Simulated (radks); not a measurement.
Bi6+, 77 electrons, occupied as [Xe] 4f14 5d9. Calculated with a radial shooting solver on a logarithmic mesh with Libxc functionals: scalar-relativistic Kohn-Sham, PBEsol, spin-polarised, spherical densities, finite nucleus; open shells are filled with parallel spins first (spin-orbit coupling, left out, can overturn this in heavy ions); Fermi nuclear charge, rms radius 5.5211 fm.

Radial electron density D(r) = 4 pi r^2 rho(r):

r (bohr)  D(r) (e/bohr)   spin D(r)
0.001676          26.67  -0.0000630
0.002236          38.40  -0.0000894
0.002982          53.56   -0.000122
0.004009          72.19   -0.000160
0.005348          91.27   -0.000197
0.007132          107.5   -0.000224
0.009513          116.0   -0.000235
0.01279           113.8   -0.000210
0.01706           105.5  -0.0000194
0.02275           104.5     0.00100
0.03035           122.8     0.00526
0.0408            151.0      0.0196
0.05441           155.3      0.0531
0.07258           131.7       0.106
0.0968            126.8       0.140
0.1301            147.9      0.0851
0.1736            125.4    -0.00383
0.2315            85.84      0.0923
0.3088            96.37       0.283
0.4151            88.35       0.128
0.5537            46.48      0.0211
0.7385            28.50       0.606
0.985             22.27        1.14
1.324             10.82       0.823
1.766             2.883       0.268
2.356            0.3698      0.0358
3.142           0.01764     0.00161
4.224         0.0001799   0.0000140

D(r) has 4 maxima, at r = 0.0104, 0.0486, 0.135, 0.345 bohr, and minima at 0.0202, 0.0865, 0.247 bohr, inside which lie 1.86, 10.93, 30.14 electrons.
